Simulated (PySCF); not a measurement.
# Working out the ionisation energy of Cr

Cr [Ar] 3d5 4s1 (7S) → Cr⁺ [Ar] 3d5 (6S). Computed with PySCF 2.14 in Sapporo-DKH3-DZP-2012 (6s5p3d1f, 43 functions), with the spin-free X2C one-electron Hamiltonian (Gaussian nucleus). Frozen: [Ar]. Energies in hartree (1 hartree = 27.21139 eV):

```
             part    Cr (lower)   Cr⁺ (upper)
              UHF  -1049.631840  -1049.410883
MP2 opposite-spin      0.000000      0.000000
    MP2 same-spin     -0.079687     -0.063685
```

**Question.** What does Hartree-Fock give?

**Answer.** (-1049.410883) − (-1049.631840) = 0.220957 hartree = 6.013 eV.

**Question.** What do MP2 and SCS-MP2 (6/5 opposite-spin, 1/3 same-spin) give?

**Answer.** The opposite-spin parts differ by 0.000 eV and the same-spin parts by 0.435 eV. MP2: 6.013 + (0.000) + (0.435) = 6.448 eV. SCS-MP2: 6.013 + 1.2 × (0.000) + (0.435)/3 = 6.158 eV.

Measured between the centres of the two terms (NIST): 6.767 eV, so MP2 (valence) is off by -0.319 eV.

A double-zeta basis recovers only part of the correlation energy.

What remains against the reference includes basis incompleteness, the frozen core and correlation beyond second order.
